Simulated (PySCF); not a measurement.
## From a computed spectrum to the compound

A species of 7 atoms with charge -1 has these harmonic modes (PBE0, small Gaussian bases with core potentials, PySCF 2.14.0):

```tsv
cm⁻¹	km/mol	symmetry
25	1.4	a''
29	1.3	a'
32	6.5	a'
80	2.9	a'
82	0.5	a''
102	7.4	a'
131	28.2	a''
132	40.2	a'
245	15.2	a'
416	60.7	a''
591	438.9	a'
604	61.4	a''
1605	25.7	a'
3660	112.3	a'
3739	323.4	a''
```

(1) Which species is it, and in which structure?

Results:

(1) [NdI3(H2O)]− (singlet in the valence; each metal's 4f electrons, 4 of them, lie in its core potential, out of spins and levels):
```xyz
7

Nd   -0.1389   -0.0777    0.0777
I     1.0638    2.7878    0.9569
I    -1.8332   -1.9834    1.9834
I     1.0638   -0.9569   -2.7878
O    -1.0373    1.6626   -1.6626
H    -0.5298    2.4260   -1.3291
H    -0.5298    1.3291   -2.4260
```
Ideal gas at 298.15 K and 1 bar: S = 507.6 J/(mol K), Cp = 121.1 J/(mol K), H − H(0 K) = 29.3 kJ/mol (rigid rotor, harmonic modes, spin degeneracy alone, that of the 4f electrons in the core included; the modes under 60 cm⁻¹ make these uncertain). An lcecp potential fixes the number of 4f electrons, so in runs with it no electron can move into or out of that shell; real Nd(II) is rare or takes another configuration.
 Other answers can fit too; this one was computed.
